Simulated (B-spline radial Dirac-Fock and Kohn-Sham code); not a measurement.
# Elastic and transport cross sections of cesium for electrons

Level of theory: relativistic (Dirac) partial waves in the static field of the Dirac-Fock atom with Furness-McCarthy exchange, without polarisation or absorption potentials; a radial finite-basis atomic code. σ_tr1 and σ_tr2 weight the cross section with 1 − P₁ and 1 − P₂ of cos θ; "backward" is the share scattered beyond 90°.

```
energy (eV)  σ (a₀²)  σ_tr1 (a₀²)  σ_tr2 (a₀²)  σ/σ_tr1  backward (%)
       2680     7.46        0.660        0.843     11.3           3.1
       2690     7.44        0.657        0.840     11.3           3.1
       3000     7.00        0.568        0.752     12.3           2.8
       3130        ?            ?            ?        ?             ?
       3200     6.75        0.520        0.704     13.0           2.7
       3820     6.09        0.408        0.583     14.9           2.2
       4240     5.73        0.352        0.520     16.3           2.0
       4480     5.55        0.326        0.489     17.0           1.9
       4580     5.47        0.316        0.477     17.3           1.9
       5000     5.20        0.279        0.432     18.6           1.7
       6070     4.62        0.211        0.344     21.9           1.4
       6400     4.47        0.195        0.323     22.9           1.3
       7100     4.20        0.168        0.284     25.0           1.2
       9000     3.62        0.118        0.211     30.6          0.87
       9060     3.60        0.117        0.209     30.8          0.86
       9440     3.51        0.110        0.198     31.9          0.82
      10000     3.38        0.101        0.184     33.6          0.76
```

Question: Fill in the row for 3.13 keV.

Answer: σ = 6.83 a₀², σ_tr1 = 0.536 a₀², σ_tr2 = 0.720 a₀², σ/σ_tr1 = 12.7, backward 2.7 %. The ratio σ/σ_tr1 is roughly the number of elastic collisions that randomise the direction.

Values without a named source are computed, but for edge energies of neutral atoms, which are taken from tables.
